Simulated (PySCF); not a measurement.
Level of theory: PySCF 2.14.0 with PBE0-D4/def2-TZVP // PBE0-D4/def2-SVP. All species are isolated molecules in the gas phase. One relaxed conformer stands for a flexible species; it need not be the lowest. Excitations are Tamm–Dancoff values on a coarser integration grid. The basis has no diffuse functions, so Rydberg states are missing or too high.

Reference species (SMILES): `Bc1cc2cccc(B)c2s1` (neutral, multiplicity 1).

```json
{
 "S1 excitation (TDA)": "3.57 eV",
 "brightest of the four lowest singlets (TDA)": "4.31 eV",
 "HOMO": "-6.83 eV",
 "HOMO–LUMO gap": "4.21 eV"
}
```

Changed species: `s1cc(B)c2c1cc(B)cc2`.

Problem. What does the change do to the S1 excitation (TDA), brightest of the four lowest singlets (TDA), HOMO and HOMO–LUMO gap?

Solution. the S1 excitation (TDA) goes up by 0.42 eV, to 3.99 eV; the brightest of the four lowest singlets (TDA) rises by 0.38 eV, to 4.69 eV; the HOMO drops by 0.12 eV, to -6.95 eV; the HOMO–LUMO gap goes up by 0.41 eV, to 4.62 eV.
